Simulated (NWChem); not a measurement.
System: SiH$_{3}$Cl; SMILES [SiH3]Cl

Input file for NWChem:

```
start job
memory heap 200 mb stack 900 mb global 1100 mb
geometry units angstroms noautoz
  Si     0.000000     0.000000    -0.959954
  Cl     0.000000     0.000000     1.107816
  H     -0.787225    -1.168593    -1.442037
  H      1.405643    -0.097461    -1.442037
  H     -0.618418     1.266053    -1.442037
end
basis spherical
  * library def2-tzvpd
end
dft
  xc pbe0
  iterations 150
  mulliken
end
task dft energy
```

Parts of the log:

```
             Northwest Computational Chemistry Package (NWChem) 7.3.0
             --------------------------------------------------------

 C3V symmetry detected

                             Geometry "geometry" -> ""
                             -------------------------

 Output coordinates in angstroms (scale by  1.889725989 to convert to a.u.)

  No.       Tag          Charge          X              Y              Z
 ---- ---------------- ---------- -------------- -------------- --------------
    1 Si                  14.0000    -0.00000000    -0.00000000    -0.99134826
    2 Cl                  17.0000    -0.00000000     0.00000000     1.07642174
    3 H                    1.0000     0.99632614     0.99632614    -1.47343126
    4 H                    1.0000    -1.36100682     0.36468068    -1.47343126
    5 H                    1.0000     0.36468068    -1.36100682    -1.47343126

 Effective nuclear repulsion energy (a.u.)      85.7469330851

      Symmetry information
      --------------------

 Group name             C3v
 Group number             17
 Group order               6
 No. of unique centers     3

                                 NWChem DFT Module
                                 -----------------

 Summary of "ao basis" -> "ao basis" (spherical)
 ------------------------------------------------------------------------------
       Tag                 Description            Shells   Functions and Types
 ---------------- ------------------------------  ------  ---------------------
 Si                        def2-tzvpd               15       43   6s5p3d1f
 Cl                        def2-tzvpd               16       46   6s6p3d1f
 H                         def2-tzvpd                5        9   3s2p

      Symmetry analysis of basis
      --------------------------

        a1         40
        a2          4
        e          72

  Rotation of axis

            General Information
            -------------------
          SCF calculation type: DFT
          Wavefunction type:  closed shell.
          No. of atoms     :     5
          No. of electrons :    34
           Alpha electrons :    17
            Beta electrons :    17
          Charge           :     0
          Spin multiplicity:     1
          Use of symmetry is: on ; symmetry adaption is: on
          Maximum number of iterations: 150
          AO basis - number of functions:   116
                     number of shells:    46
          Convergence on energy requested:  1.00D-06
          Convergence on density requested:  1.00D-05
          Convergence on gradient requested:  5.00D-04

              XC Information
              --------------
                         PBE0 Method XC Functional
                     Hartree-Fock (Exact) Exchange  0.250
          PerdewBurkeErnzerhof Exchange Functional  0.750
            Perdew 1991 LDA Correlation Functional  1.000 local
           PerdewBurkeErnz. Correlation Functional  1.000 non-local

             Grid Information
             ----------------
          Grid used for XC integration:  medium
          Radial quadrature: Mura-Knowles
          Angular quadrature: Lebedev.
          Tag              B.-S. Rad. Rad. Pts. Rad. Cut. Ang. Pts.
          ---              ---------- --------- --------- ---------
          Si                  1.10       88          12.0       590
          Cl                  1.00       88          12.0       590
          H                   0.35       45          12.0       434
          Grid pruning is: on
          Number of quadrature shells:   221
          Spatial weights used:  Erf1

      Superposition of Atomic Density Guess
      -------------------------------------

 Sum of atomic energies:        -749.81276168

      Non-variational initial energy
      ------------------------------

 Total energy =    -750.228101
 1-e energy   =   -1207.537518
 2-e energy   =     371.562483
 HOMO         =      -0.391597
 LUMO         =       0.026932

      Symmetry analysis of molecular orbitals - initial
      -------------------------------------------------

  Numbering of irreducible representations:

     1 a1          2 a2          3 e

  Orbital symmetries:

     1 a1          2 a1          3 a1          4 a1          5 e
     6 e           7 a1          8 e           9 e          10 a1
    11 a1         12 a1         13 a1         14 e          15 e
    16 e          17 e          18 a1         19 a1         20 a1
    21 e          22 e          23 e          24 e          25 e
    26 e          27 a1

     ---------------------------------------------
      Total Density - Mulliken Population Analysis
     ---------------------------------------------

    Atom       Charge   Shell Charges
 -----------   ------   -------------------------------------------------------
    1 Si  14    13.34   2.00  0.59  1.39  0.86  0.43 -0.00  4.11  1.73  0.49  1.19  0.30  0.10  0.12  0.01  0.02
    2 Cl  17    17.46   2.01  0.45  1.52  1.10  0.86  0.01  4.19  1.69  1.11  2.97  1.50  0.02  0.00  0.02  0.01  0.00
    3 H    1     1.07   0.23  0.55  0.27  0.01  0.01
    4 H    1     1.07   0.23  0.55  0.27  0.01  0.01
    5 H    1     1.07   0.23  0.55  0.27  0.01  0.01

   convergence    iter        energy       DeltaE   RMS-Dens  Diis-err
 ---------------- ----- ----------------- --------- --------- ---------
 d= 0,ls=0.0,diis     1   -751.2490345080 -8.37D+02  4.54D-03  6.16D-01
 d= 0,ls=0.0,diis     2   -751.2594521765 -1.04D-02  3.03D-03  1.36D-01
 d= 0,ls=0.0,diis     3   -751.2714957959 -1.20D-02  1.10D-03  6.04D-02
 d= 0,ls=0.0,diis     4   -751.2793406631 -7.84D-03  1.22D-04  2.02D-04
 d= 0,ls=0.0,diis     5   -751.2793699170 -2.93D-05  2.22D-05  1.38D-05
  Resetting Diis
 d= 0,ls=0.0,diis     6   -751.2793710279 -1.11D-06  5.08D-06  6.27D-07
 d= 0,ls=0.0,diis     7   -751.2793711042 -7.64D-08  1.65D-06  3.97D-08

         Total DFT energy =     -751.279371104209
      One electron energy =    -1209.234929807260
           Coulomb energy =      422.228314293062
    Exchange-Corr. energy =      -50.019688675110
 Nuclear repulsion energy =       85.746933085099

 Numeric. integr. density =       34.000009633530

                  Occupations of the irreducible representations
                  ----------------------------------------------

                     irrep           alpha         beta
                     --------     --------     --------
                     a1                9.0          9.0
                     a2                0.0          0.0
                     e                 8.0          8.0

                       DFT Final Molecular Orbital Analysis
                       ------------------------------------

 Vector   15  Occ=2.000000D+00  E=-3.975330D-01  Symmetry=e
              MO Center= -2.9D-01,  1.0D-01, -5.9D-01, r^2= 2.9D+00
   Bfn.  Coefficient  Atom+Function         Bfn.  Coefficient  Atom+Function
  ----- ------------  ---------------      ----- ------------  ---------------
    16      0.278145  1 Si px                59      0.274468  2 Cl px
   100     -0.209020  4 H  s                 62      0.152556  2 Cl px
    99     -0.127758  4 H  s                101     -0.125702  4 H  s
    56      0.123423  2 Cl px                 7     -0.113911  1 Si px
    91      0.111916  3 H  s                 13      0.109760  1 Si px

 Vector   16  Occ=2.000000D+00  E=-3.330296D-01  Symmetry=e
              MO Center=  1.7D-01, -6.4D-03,  2.5D-01, r^2= 2.9D+00
   Bfn.  Coefficient  Atom+Function         Bfn.  Coefficient  Atom+Function
  ----- ------------  ---------------      ----- ------------  ---------------
    60      0.432089  2 Cl py                63      0.268524  2 Cl py
    57      0.198423  2 Cl py                59      0.169579  2 Cl px
    51     -0.162928  2 Cl py                91     -0.154147  3 H  s
    17     -0.135907  1 Si py               109      0.135318  5 H  s
    62      0.105386  2 Cl px                90     -0.093130  3 H  s

 Vector   17  Occ=2.000000D+00  E=-3.330296D-01  Symmetry=e
              MO Center= -1.7D-01,  6.4D-03,  2.5D-01, r^2= 2.9D+00
   Bfn.  Coefficient  Atom+Function         Bfn.  Coefficient  Atom+Function
  ----- ------------  ---------------      ----- ------------  ---------------
    59      0.432089  2 Cl px                62      0.268524  2 Cl px
    56      0.198423  2 Cl px                60     -0.169579  2 Cl py
   100      0.167122  4 H  s                 50     -0.162928  2 Cl px
    16     -0.135907  1 Si px                63     -0.105386  2 Cl py
    99      0.100969  4 H  s                109     -0.099868  5 H  s

 Vector   18  Occ=0.000000D+00  E=-1.388219D-02  Symmetry=a1
              MO Center=  9.8D-15, -1.6D-14, -9.1D-01, r^2= 6.2D+00
   Bfn.  Coefficient  Atom+Function         Bfn.  Coefficient  Atom+Function
  ----- ------------  ---------------      ----- ------------  ---------------
    49      0.588410  2 Cl s                  5      0.359176  1 Si s
    18      0.359048  1 Si pz                34     -0.357862  1 Si d  0
    48     -0.275921  2 Cl s                 67      0.269215  2 Cl pz
     6     -0.261817  1 Si s                 61      0.222501  2 Cl pz
     4      0.216727  1 Si s                 47     -0.216124  2 Cl s

 Vector   19  Occ=0.000000D+00  E= 9.020597D-03  Symmetry=a1
              MO Center= -1.8D-16, -9.7D-16, -1.1D+00, r^2= 1.0D+01
   Bfn.  Coefficient  Atom+Function         Bfn.  Coefficient  Atom+Function
  ----- ------------  ---------------      ----- ------------  ---------------
     6      2.341475  1 Si s                 49     -1.014675  2 Cl s
     5     -0.638733  1 Si s                 21      0.566912  1 Si pz
    67      0.387445  2 Cl pz                 4     -0.353562  1 Si s
     3      0.200548  1 Si s                 61     -0.106865  2 Cl pz
    91      0.106839  3 H  s                100      0.106839  4 H  s

 Vector   20  Occ=0.000000D+00  E= 3.047324D-02  Symmetry=e
              MO Center= -3.2D-01,  3.5D-01, -9.3D-01, r^2= 5.5D+00
   Bfn.  Coefficient  Atom+Function         Bfn.  Coefficient  Atom+Function
  ----- ------------  ---------------      ----- ------------  ---------------
    36      0.466075  1 Si d  2              32      0.446781  1 Si d -2
    17     -0.283437  1 Si py                66     -0.178271  2 Cl py
   109     -0.166060  5 H  s                116      0.152789  5 H  pz
    31      0.137973  1 Si d  2              27      0.132262  1 Si d -2
    33      0.123034  1 Si d -1              91      0.118325  3 H  s

     ---------------------------------------------
      Total Density - Mulliken Population Analysis
     ---------------------------------------------

    Atom       Charge   Shell Charges
 -----------   ------   -------------------------------------------------------
    1 Si  14    13.69   2.00  0.57  1.39  0.91  0.41 -0.01  4.13  1.69  0.59  1.40  0.22  0.14  0.20  0.02  0.03
    2 Cl  17    17.28   2.01  0.43  1.52  1.12  0.85  0.03  4.19  1.67  1.11  2.87  1.40  0.03  0.01  0.02  0.01  0.00
    3 H    1     1.01   0.24  0.54  0.20  0.01  0.01
    4 H    1     1.01   0.24  0.54  0.20  0.01  0.01
    5 H    1     1.01   0.24  0.54  0.20  0.01  0.01

     -------------------------------------------
      Total Density - Lowdin Population Analysis
     -------------------------------------------

    Atom       Charge   Shell Charges
 -----------   ------   -------------------------------------------------------
    1 Si  14    13.82   2.00  0.84  1.09  0.44  0.23  0.11  3.85  1.88  0.69  1.16  0.53  0.14  0.51  0.23  0.13
    2 Cl  17    16.87   1.98  0.84  1.14  0.86  0.64  0.16  3.93  1.90  1.26  2.46  1.37  0.15  0.01  0.03  0.17  0.00
    3 H    1     1.10   0.24  0.44  0.24  0.02  0.17
    4 H    1     1.10   0.24  0.44  0.24  0.02  0.17
    5 H    1     1.10   0.24  0.44  0.24  0.02  0.17

     Multipole analysis of the density
     ---------------------------------

     L   x y z        total         alpha         beta         nuclear
     -   - - -        -----         -----         ----         -------
     0   0 0 0     -0.000000    -17.000000    -17.000000     34.000000

     1   1 0 0     -0.000000     -0.000000     -0.000000      0.000000
     1   0 1 0     -0.000000     -0.000000     -0.000000     -0.000000
     1   0 0 1     -0.511133     -0.255567     -0.255567      0.000000

     2   2 0 0    -20.708088    -15.671354    -15.671354     10.634620
     2   1 1 0      0.000000      0.000000      0.000000      0.000000
     2   1 0 1     -0.000000     -0.000000     -0.000000     -0.000000
     2   0 2 0    -20.708088    -15.671354    -15.671354     10.634620
     2   0 1 1     -0.000000     -0.000000     -0.000000      0.000000
     2   0 0 2    -20.132389    -81.432883    -81.432883    142.733377
```

Level: PBE0/def2-TZVPD. All runs use the structure optimised with PBE0/def2-SVP.
